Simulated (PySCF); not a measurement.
CH5ClFNSi, SMILES N[Si@@H](Cl)CF. Geometry: B3LYP-D3(BJ)/def2-SVP. The structure was generated by enumeration; whether it is a known compound was not checked. The values are those of a single conformer.

Level of theory: B3LYP-D3(BJ)/def2-SVP in PySCF.

Harmonic wavenumbers (cm⁻¹): 84, 128, 192, 223, 271, 329, 390, 525, 640, 694, 818, 831, 892, 928, 1071, 1236, 1316, 1451, 1542, 2276, 3017, 3073, 3573, 3666. Rotational constants (GHz): 4.660, 1.797, 1.398; symmetry number 1.

**Question.** Work out the zero-point energy and the ideal-gas rigid-rotor harmonic-oscillator thermochemistry at 298.15 K and 1 atm.

**Answer.** ZPE = ½ Σ hcν = ½ × 29167 cm⁻¹ = 41.70 kcal/mol. H − E(el) = 46.88 kcal/mol. Entropy in cal/(mol K): translation 40.10, rotation 27.71, vibration 16.86, total 84.67. G − E(el) = 21.63 kcal/mol. Cp = 26.29 cal/(mol K). Modes under 150 cm⁻¹ make the vibrational entropy uncertain.
